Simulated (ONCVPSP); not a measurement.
ruthenium (Ru): one change to an ONCV potential, before and after

* Element: ruthenium
* Generator: ONCVPSP 4.0.1
* Type: optimised norm-conserving Vanderbilt (ONCV)
* Functional: BLYP
* Relativity: scalar-relativistic
* Frozen core: [Kr]
* Valence charge: 8
* Reference configuration: 4d7 5s1
* Partial waves: 5s: rc 2.85 bohr, ncon 3, nbas 6, qcut 2.3 1/bohr, 2 projectors, debl 2.7 Ha; p scattering state at 0.42 Ha: rc 2.20 bohr, ncon 4, nbas 8, qcut 3.6 1/bohr, 2 projectors, debl 1.1 Ha; 4d: rc 1.30 bohr, ncon 5, nbas 9, qcut 7.6 1/bohr, 2 projectors, debl 1.7 Ha
* Local potential: polynomial inside 0.95 bohr (lpopt 5, dvloc0 4 Ha)
* Core correction: polynomial model core, fcfact 0.65

All-electron outer shells of the reference configuration (BLYP, scalar-relativistic, ld1.x):

```csv
shell,level (eV),outermost node (bohr),outermost maximum (bohr)
4p,-46.29,0.49,0.98
4d,-5.09,0.48,1.21
5s,-4.24,1.24,2.73
```

Change: all radii but the core radius scaled by about 1.28 (s 3.66, p 2.82, d 1.66 bohr); local potential polynomial inside 1.22 bohr (lpopt 5, dvloc0 4 Ha). In the p channel the program set the typed energies aside and used 0.050, 1.150 Ha.

Cutoffs: the cutoffs (Ha) at which the residual kinetic energy of the hardest occupied pseudo-wave falls to 1 and 0.1 mHa per electron; they do not see the model core or the augmentation charge, which bear on the density cutoff. Errors are all-electron minus pseudo energies relative to the spin-unpolarised reference configuration.

Q: Predict the effect on cutoff, ghosts and configuration errors.

A: The potential gets softer (26 Ha and 46 Ha → 23 Ha and 28 Ha); the bound ghost in p, s disappears; the lowest positive-energy flag moves from s at 89.3 eV to s at 8.5 eV; of the 4 tests that both files solve, the error grows in 3 and shrinks in 1 by more than 15 % and 0.3 meV (median size 50.2 → 92.9 meV). A larger radius leaves more room for a smooth pseudo-wave, so fewer plane waves are needed.

```csv
quantity,base,changed
"cutoff, loose",26 Ha,23 Ha
"cutoff, tight",46 Ha,28 Ha
loose cutoff by channel,"s 2.7 Ha, d 26 Ha","s 1.8 Ha, d 23 Ha"
bound ghosts,"s, p",none
GHOST(+) flags under 300 eV,s at 89.3 eV,"s at 8.5 eV, p at 23.7 eV"
"error for 4d7 5s0, meV [ΔE 7.37 eV]",-11,-21
"error for 4d6 5s0, meV [ΔE 25.48 eV]",-65,-164
"error for 4d5 5s0, meV [ΔE 56.00 eV]",-359,-580
"error for 4d6 5s1, meV [ΔE 9.99 eV]",-35,+20
"rms error of d²Exc/dni dnj with the model core, mHa",0.54,0.89
```

 A true bound ghost makes a file unfit for plane-wave use even where its test errors are small: the radial tests pick states by their node count and pass the ghost by.
